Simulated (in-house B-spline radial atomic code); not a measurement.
# RPA and G0W0 on r2SCAN: Cd²⁺

Configuration [Kr] 4d10, mean-field start r2SCAN. Computed with an all-electron radial atomic-structure program (B-spline basis): all electrons, scalar-relativistic (spin-free one-electron X2C), finite nucleus, each spin shell either full or empty, empty states to l = 9 with an (l + 1/2)⁻⁴ tail; G0W0 by contour deformation at full frequency.

Command:
```bash
python run_gw.py task.json out
```
Settings (radii: box in bohr, nucleus in fm):
```
Z                        48
electrons                46
configuration            [Kr] 4d10
hamiltonian              x2c
method                   r2scan
lmax                     9
rms_radius               4.6087
spin_polarised           False
box_radius               17.55
intervals                69
```

Time taken, with all properties: 1.5 s on 1 thread of AMD EPYC 9R45 96-Core Processor, on a shared host.

Energies (hartree):

| term | value |
| --- | --- |
| mean-field total | -5593.09478 |
| Hartree-Fock functional on these orbitals | -5590.53431 |
| direct second order | -4.0629 |
| second-order exchange | 1.1255 |
| SOSEX correction | 1.0471 |

(1) What is the RPA correlation energy, and what remains with SOSEX?

Quasi-particle levels (eV):

```json
{"level": "4d", "occupied": "yes", "mean field": "-30.74", "Σx - vxc": "-7.50", "Σc": "?", "QP weight": "?", "G0W0": "?"}
{"level": "5s", "occupied": "no", "mean field": "-20.534", "Σx - vxc": "5.48", "Σc": "-1.98", "QP weight": "0.964", "G0W0": "-17.037"}
```

G0W0 = mean field + (Σx - vxc) + Σc, with Σc (partial-wave tail included) taken at the quasi-particle energy. Only the outer levels were computed. Levels of low weight are left out.

(2) Where does G0W0 put 4d?

## Answers

(1) RPA gives -3.5648 hartree (-2.11 eV per electron); RPA + SOSEX gives -2.5177, and the second-order doubles -2.9374 hartree (no singles). SOSEX takes back 29 % of the RPA value.

(2) At -37.65 eV, with Σc = 0.59 eV and a quasi-particle weight of 0.904. The tabulated removal energy is 37.468 ± 0.006 eV (NIST, measured); the calculation leaves out spin-orbit coupling, Breit and QED terms, and what these don't explain is the method's own error.
